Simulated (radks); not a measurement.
Neutral tungsten inside a hard spherical wall (all orbitals vanish at R), configuration held at [Xe] 4f14 5d4 6s2 and not refilled when levels cross. Method: scalar-relativistic Kohn-Sham, r2SCAN, spin-polarised, spherical densities, finite nucleus; open shells are filled with parallel spins first (spin-orbit coupling, left out, can overturn this in heavy ions); meta-GGA in the generalised Kohn-Sham scheme; Fermi nuclear charge, rms radius 5.3658 fm; computed with a radial shooting solver on a logarithmic mesh with Libxc functionals. Eigenvalues in eV for spin up, with the zero of energy where the potential of the charges vanishes at infinity; a dash marks a level that is unbound or too diffuse for the functional's potential to be trusted. A positive occupied level is held by the wall or, in an anion where self-interaction has pushed it up, behind a barrier. The pressure on the wall is -dE/dV.

| R (bohr) | E (hartree) | kinetic (hartree) | e(5p) | e(4f) | e(6s) | e(5d) | e(6p, empty) | e(7s, empty) | pressure (GPa) |
|---|---|---|---|---|---|---|---|---|---|
| free | -16141.8349 | 17780.850 | -45.343 | -33.460 | -6.557 | -5.671 | -1.363 | - | 0 |
| 20 | -16141.8349 | 17780.850 | -45.343 | -33.460 | -6.557 | -5.671 | -1.363 | - | < 0.0001 |
| 15 | -16141.8349 | 17780.850 | -45.343 | -33.460 | -6.557 | -5.671 | -1.360 | 0.526 | < 0.0001 |
| 8 | -16141.8303 | 17780.891 | -45.114 | -33.229 | -6.370 | -5.461 | -0.878 | 4.739 | 0.196 |
| 7 | -16141.8200 | 17780.964 | -44.773 | -32.881 | -6.079 | -5.157 | -0.296 | 7.595 | 0.833 |
| 6 | -16141.7857 | 17781.170 | -43.976 | -32.050 | -5.338 | -4.450 | 1.051 | 13.049 | 3.81 |
| 5 | -16141.6672 | 17781.765 | -42.160 | -30.095 | -3.335 | -2.803 | 4.357 | 24.365 | 19.6 |
| 4 | -16141.2229 | 17783.646 | -38.102 | -25.499 | 2.680 | 1.237 | 13.420 | 50.662 | 121 |
| 3.5 | -16140.6021 | 17786.070 | -34.399 | -21.097 | 9.963 | 5.412 | 23.703 | 77.198 | 342 |
| 3 | -16139.1813 | 17791.466 | -28.311 | -13.674 | 24.799 | 13.010 | 43.464 | 123.87 | 1120 |
| 2 | -16124.0536 | 17845.281 | 11.110 | 29.349 | 142.55 | 65.665 | 182.70 | 408.38 | 23400 |
